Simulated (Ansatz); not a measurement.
`COBCN` + `C[CH2][AlH2]` → `BOC` + `C[CH]([AlH2])CN`  (redistribution)

Gas-phase electronic energies from Ansatz, PBE0-D4/def2-TZVP geometries. CBS: MP2 limit from def2 TZ/QZ plus the TZ coupled-cluster correction, frozen cores. Functionals use def2-TZVPP. One conformer a species, not always the lowest.

`COBCN`:

Z-matrix (Å, degrees):
```
C
O 1 1.411
H 1 1.094 2 111.3
H 1 1.092 2 109.1 3 120.8
H 1 1.092 2 109.0 3 -120.7
B 2 1.345 1 122.4 3 -0.6
C 6 1.568 2 118.8 1 -177.6
H 6 1.208 2 119.2 1 0.5
N 7 1.458 6 112.7 2 -162.8
H 7 1.107 6 106.5 2 71.2
H 7 1.096 6 108.7 2 -41.4
H 9 1.012 7 110.7 6 -49.2
H 9 1.011 7 111.5 6 -168.5
```

`C[CH2][AlH2]`:

```xyz
10

C    -0.569   -0.960   -0.729
C    -0.390    0.464   -0.205
Al    1.054    0.760    1.083
H    -1.395   -1.038   -1.442
H    -0.773   -1.665    0.081
H     0.331   -1.319   -1.237
H    -1.319    0.819    0.262
H    -0.231    1.162   -1.039
H     1.309    2.220    1.664
H     1.983   -0.441    1.563
```

`BOC`:

Cartesian coordinates in Å:
```
B 0.280 0.907 -0.959
O 0.641 -0.198 -0.295
C -0.150 -0.752 0.736
H -0.751 1.467 -0.687
H 1.023 1.293 -1.814
H -1.060 -0.167 0.896
H -0.417 -1.775 0.465
H 0.436 -0.775 1.657
```

`C[CH]([AlH2])CN`:

Z-matrix (Å, degrees):
```
C
C 1 1.530
H 1 1.096 2 111.2
H 1 1.093 2 112.0 3 119.7
H 1 1.095 2 112.3 3 -120.4
Al 2 1.966 1 113.4 3 -72.5
C 2 1.523 1 112.7 3 57.2
H 2 1.105 1 107.5 3 174.0
H 6 1.593 2 120.5 1 152.7
H 6 1.592 2 119.9 1 -29.7
N 7 1.458 2 111.9 1 63.5
H 7 1.105 2 108.8 1 -62.0
H 7 1.095 2 109.7 1 -177.6
H 11 1.013 7 110.6 2 175.6
H 11 1.012 7 110.5 2 -66.5
```

```
        level  ΔE (kJ/mol)
       PBE-D4         41.2
HF/def2-TZVPP         48.1
```

(1) What does CCSD(T)/CBS give? (Estimate.)

Largest T1 diagnostic among the species: 0.014.

Results:

(1) The calculation gave: +37.5 kJ/mol. The listed levels differ from it by 3.7, 10.6 kJ/mol.

In def2-TZVPP, CCSD(T) changes the Hartree–Fock value by −11.2 kJ/mol (the triples alone add −2.5 kJ/mol) and MP2 by −13.6 kJ/mol. The D4 term adds −6.9 kJ/mol with B3LYP and −3.8 kJ/mol with PBE0; it sums over pairs of atoms, weighted by their polarisabilities, and B3LYP, whose exchange is more repulsive, gets the larger term.

B3LYP here is the variant with VWN-RPA as its local correlation; programs differ in this.
